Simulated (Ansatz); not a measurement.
Species: TiO, charge 0, multiplicity 3. SMILES: [O]=[Ti]
Geometry: optimised at B3LYP-D3(BJ)/def2-TZVP (Ansatz, a quantum-chemistry and plane-wave program).

Wanted: vertical ionisation energy to the doublet, in eV. Terms: non-relativistic; no spin-orbit coupling; UHF or UKS for open shells; each state is the SCF solution reached for its charge and spin. Ab initio and DFT rows: single points at B3LYP-D3(BJ) geometries (Ansatz).

```tsv
species	coefficient	E at B3LYP/STO-3G (Ansatz), Eh	E at PBE/def2-TZVPD (Ansatz), Eh
charge 1, doublet	+1	-914.61443	-924.16039
charge 0, triplet	-1	-914.75552	-924.41605
```

 1 Eh = 27.2114 eV.

### Question
Work the quantity out at each level.

### Answer

- B3LYP/STO-3G: the sum of coefficient times E is 0.14109 Eh, or 3.839 eV. Result: 3.84 eV.
- PBE/def2-TZVPD: the sum of coefficient times E is 0.25566 Eh, or 6.957 eV. Result: 6.96 eV.
